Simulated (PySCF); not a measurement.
Species: C6H12N (doublet state).
Z-matrix (Å and degrees, GFN2-xTB geometry), rows numbered from 1:
```
C 
C   1  1.5237
N   2  1.4418  1  110.29
C   3  1.4656  2  118.82  1    72.97
C   4  1.4887  3   89.30  2   130.16
C   3  1.4728  2  118.70  1  -177.48
C   6  1.5254  3  114.37  2   109.82
H   1  1.0874  2  110.56  3   -65.07
H   1  1.0870  2  110.30  3   174.69
H   1  1.0867  2  109.70  3    54.56
H   2  1.0941  1  109.73  3  -117.79
H   2  1.1058  1  109.69  3   123.89
H   4  1.0993  3  113.46  2    13.04
H   4  1.0968  3  113.48  2  -110.68
H   5  1.0745  4  126.96  3   132.02
H   6  1.1019  3  112.16  2   -14.95
H   7  1.0872  6  109.83  3   170.67
H   7  1.0863  6  109.68  3    50.65
H   7  1.0873  6  110.19  3   -69.10
```

The hyperfine couplings belong to this conformer and change with its torsions.

The species is `CCN1C[CH][C@@H]1C` [radical].

Level of theory: UKS B3LYP, pcH-1 on C H N, non-relativistic, mean-field spin-orbit, GIAO in PySCF 2.14.0. One conformer (not necessarily the lowest) at the GFN2-xTB geometry, without solvent, vibrations or thermal averaging. Couplings are sensitive to structure, and on GFN2-xTB geometries they can be far from those on DFT ones. The SCF solution wasn't tested for stability.

(1) Break the g tensor into its mass correction, gauge correction and orbital-Zeeman/spin–orbit terms.

(2) What effective moment and Curie constant follow for a powder?

(3) Average each term over the three axes. Which is largest in size?

(4) In a frozen sample, at which fields do the three g values resonate at 9.5, 34, 94 and 263 GHz (hyperfine left aside), and which band first spreads them over more than twice a line width of 0.5 mT?

## Answers

(1) 
```json
{"Δg (ppm)": "relativistic mass correction", "1": "-143", "2": "-143", "3": "-143"}
{"Δg (ppm)": "gauge correction", "1": "12", "2": "15", "3": "30"}
{"Δg (ppm)": "orbital Zeeman/spin–orbit", "1": "-43", "2": "614", "3": "694"}
{"Δg (ppm)": "total", "1": "-173", "2": "486", "3": "581"}
```

So g = 2.00215, 2.00281, 2.00290 and g_iso = 2.00262; the tensor is close to axial: the two nearest values differ by 13 % of g3 − g1. 

(2) With the mean of g² = 4.0105 and S(S+1) = 0.75: μ_eff = √(⟨g²⟩S(S+1)) = 1.734 μB and χT = 0.12505·⟨g²⟩·S(S+1) = 0.376 cm³ K/mol (cgs; spin-Hamiltonian part alone).

(3) The orbital-Zeeman/spin–orbit term 422, the mass correction -143 and the gauge correction 19 ppm, for a total of 298 ppm. The orbital-Zeeman/spin–orbit term is the largest in size. The mass correction is the same along every axis, so the anisotropy comes from the other two: their spans along these axes are 18 (gauge) and 737 ppm (orbital Zeeman/spin–orbit).

(4) 
| band | GHz | B(g3) mT | B(g2) mT | B(g1) mT | spread mT |
| --- | --- | --- | --- | --- | --- |
| X | 9.5 | 338.89 | 338.90 | 339.01 | 0.13 |
| Q | 34.0 | 1212.85 | 1212.91 | 1213.31 | 0.46 |
| W | 94.0 | 3353.18 | 3353.34 | 3354.44 | 1.26 |
| J | 263.0 | 9381.77 | 9382.22 | 9385.31 | 3.53 |

The spread grows in proportion to the frequency. W band is the first where it exceeds 1.0 mT.

Largest spin populations (Mulliken): C5 (+0.99), C4 (-0.08) and C6 (-0.06). No atom but C5 exceeds +0.15. The positive populations add up to 1.18 and the negative ones to -0.18, together 2S = 1. The angles at C5 add up to 343.3°, so it is pyramidal.

The HOMO–LUMO gaps are 6.65 eV among the α and 4.31 eV among the β orbitals.

On one thread, Arm Neoverse V1 (aarch64), no GPU, shared host with 32 logical CPUs at a one-minute load of 26, this took 77 s (grids of density and orbitals included) and 0.97 GiB of memory at its peak.
